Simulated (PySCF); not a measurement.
C₅H₁₃NP₂.
Z-matrix (Å and degrees, PBE0-D3(BJ)/def2-SVP geometry), rows numbered from 1:
```
C 
N   1  1.4426
P   2  1.7115  1  120.31
C   3  1.8755  2  104.30  1   -94.28
C   4  1.5238  3  115.40  2   -69.94
P   5  1.8739  4  110.32  3   -75.93
C   6  1.8693  5   99.45  4    42.78
C   7  1.5232  6  115.18  5    29.54
H   1  1.1010  2  109.19  3   -38.38
H   1  1.1087  2  114.64  3    81.82
H   1  1.1026  2  110.68  3  -156.31
H   2  1.0176  1  113.87  3  -146.92
H   4  1.1038  3  104.97  2    52.92
H   4  1.1047  3  108.22  2   165.09
H   5  1.1029  4  110.30  3    47.52
H   5  1.1022  4  111.11  3   165.20
H   6  1.4313  5   97.22  4   140.25
H   7  1.1040  6  107.48  5   -94.27
H   7  1.1021  6  106.15  5   153.36
H   8  1.1019  3  107.11  2   -89.36
H   8  1.1047  3  109.57  2    25.70
```

All values: PBE0/pcSseg-1 (PySCF, non-relativistic), on one gas-phase PBE0-D3(BJ)/def2-SVP geometry that isn't relaxed in the solvent. The solvent is an IEF-PCM continuum (cavity from Bondi-type radii × 1.2). Specific hydrogen bonds and non-electrostatic terms are outside this model.

| run | E − E(gas) (kJ/mol) | HOMO (eV) | HOMO–LUMO gap (eV) | dipole (D) |
| --- | --- | --- | --- | --- |
| gas | 0.00 | -6.37 | 6.87 | 1.84 |
| P | -23.90 | -6.33 | 7.06 | 2.60 |
| Q | -16.33 | -6.33 | 7.00 | 2.31 |

Question: The runs were made in chloroform and dimethylsulfoxide. Which run belongs to which solvent?

Answer: P = dimethylsulfoxide, Q = chloroform. The dielectric constants are 4.711 (chloroform), 46.83 (dimethylsulfoxide), and the energy falls further as ε rises. In this model the ground state sees the solvent through ε alone.

Question: How constant is the ratio of the lowering to (ε − 1)/(2ε + 1)?

Answer: 
| solvent | (ε − 1)/(2ε + 1) | E − E(gas) (kJ/mol) | ratio (kJ/mol) | polarisation term (kJ/mol) |
| --- | --- | --- | --- | --- |
| chloroform | 0.356 | -16.33 | -45.9 | -18.27 |
| dimethylsulfoxide | 0.484 | -23.90 | -49.4 | -28.41 |

The ratio changes by +7.6 % in size from chloroform to dimethylsulfoxide. The polarisation term is half the interaction of the solute with the induced surface charges.
